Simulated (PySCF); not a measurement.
Static polarisabilities and like-pair C6 coefficients by linear response at CAM-B3LYP/def2-SVPD (PySCF, frozen core in the response, non-relativistic, gas phase), PBE0-D3(BJ)/def2-SVP geometries, one conformer each; atomic units unless stated. Spin–orbit coupling is left out although an atom past zinc is present.

| label | species | α | C6 |
| --- | --- | --- | --- |
| P | `Cl[CH2][AlH-]1[Cl+][AlH2-][Cl+]1` | 104.4 | 3942 |
| Q | `CCCCC1CC1` | 84.1 | 3118 |
| R | `CCC1CCCC1` | 82.1 | 3026 |
| S | `O=Cc1sncc1F` | 73.4 | 2108 |
| T | `COC[Se](=O)(=O)CF` | 78.4 | 2701 |
| U | `[SiH3]Cc1ccc(Cl)cc1` | 124.5 | 5504 |

Q: Estimate the unlike-pair coefficients by the rule C6(AB) = 2·C6(AA)·C6(BB) / [C6(AA)·αB/αA + C6(BB)·αA/αB], and compare with the geometric mean, for PT, PU, QR, QS, QT, QU, RT and ST.

A: 
```tsv
pair	combination rule	geometric mean	ratio
PT	3247	3263	0.995
PU	4658	4658	1.000
QR	3072	3072	1.000
QS	2559	2564	0.998
QT	2902	2902	1.000
QU	4119	4143	0.994
RT	2859	2859	1.000
ST	2382	2386	0.998
```

The rule is exact for one-pole polarisabilities and never exceeds the geometric mean; the two meet where both partners have the same effective excitation energy. These unlike-pair values are estimates, not computed integrals.
